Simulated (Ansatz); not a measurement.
`CC(=O)C(C)(C)C(C)C` + H₂Se → `CC(=O)[SeH]` + `CC(C)C(C)C`  (substitution at a C–C bond)

Computed with Ansatz on PBE0-D4/def2-TZVP structures; ΔE is electronic, products minus reactants. CBS: MP2 limit from def2 TZ/QZ plus the TZ coupled-cluster correction, frozen cores. Functionals use def2-TZVPP. HSE06 is defined as in plane-wave codes. For Se outer-core shells are correlated without core-valence functions, which leaves a few kJ/mol of doubt a bond. Scalar relativity is left out up to krypton. Each species was taken in one conformer, which may not be the lowest.

`CC(=O)C(C)(C)C(C)C`:

Z-matrix (Å, degrees):
```
C
C 1 1.507
H 1 1.094 2 109.9
H 1 1.092 2 111.6 3 118.2
H 1 1.088 2 109.2 3 -119.9
C 2 1.536 1 118.5 3 -70.4
O 2 1.207 1 120.3 3 112.3
C 6 1.536 2 104.0 1 -89.8
C 6 1.527 2 112.0 1 27.7
C 6 1.546 2 108.7 1 152.3
H 8 1.093 6 111.2 2 53.7
H 8 1.092 6 110.8 2 -66.6
H 8 1.092 6 110.6 2 172.8
H 9 1.092 6 111.5 2 -63.4
H 9 1.091 6 112.4 2 57.9
H 9 1.092 6 110.1 2 178.0
C 10 1.524 6 112.1 2 -67.0
C 10 1.522 6 113.7 2 167.5
H 10 1.094 6 105.3 2 49.4
H 17 1.094 10 111.6 6 -69.7
H 17 1.093 10 110.2 6 171.3
H 17 1.092 10 111.9 6 52.0
H 18 1.094 10 112.0 6 62.2
H 18 1.091 10 112.6 6 -59.9
H 18 1.093 10 109.7 6 -179.2
```

H₂Se:

```xyz
3

Se    0.236    0.568    0.300
H     0.129   -0.838    0.705
H    -0.365    0.270   -1.004
```

`CC(=O)[SeH]`:

Cartesian coordinates in Å:
```
C -0.427 0.395 0.641
C 0.009 -0.845 -0.082
O -0.279 -1.958 0.235
Se 1.131 -0.581 -1.659
H -1.040 0.111 1.496
H 0.447 0.956 0.977
H -0.999 1.037 -0.031
H 1.158 0.885 -1.577
```

`CC(C)C(C)C`:

Cartesian coordinates in Å:
```
C -1.063 -1.648 0.496
C -0.209 -0.754 -0.392
C -1.089 0.038 -1.351
C 0.751 0.123 0.431
C 1.817 0.772 -0.442
C 0.045 1.175 1.276
H -0.447 -2.232 1.184
H -1.769 -1.063 1.093
H -1.650 -2.348 -0.105
H 0.430 -1.411 -0.998
H -0.504 0.676 -2.018
H -1.677 -0.639 -1.976
H -1.794 0.674 -0.809
H 1.267 -0.560 1.120
H 1.383 1.512 -1.120
H 2.559 1.290 0.170
H 2.342 0.029 -1.048
H -0.713 0.740 1.930
H 0.763 1.700 1.911
H -0.443 1.926 0.649
```

| level | ΔE (kJ/mol) |
| --- | --- |
| HSE06-D4 | -16.9 |
| r2SCAN0 | -16.4 |

(1) What does CCSD(T)/CBS give? (Estimate.)

Largest T1 diagnostic among the species: 0.014.

Results:

(1) The calculation gave: -5.8 kJ/mol. The listed levels differ from it by -11.1, -10.6 kJ/mol.

Leaving LDA and LC-ωPBE aside and taking each functional with its dispersion term where it has one, the values, not all of them listed here, spread over 25.0 kJ/mol, from BLYP-D4 to ωB97M-V. LDA lies +26.2 kJ/mol from PBE without D4. At CCSD(T), def2-SVP lies +17.8 kJ/mol from the extrapolated value and def2-TZVPP +2.3 kJ/mol.
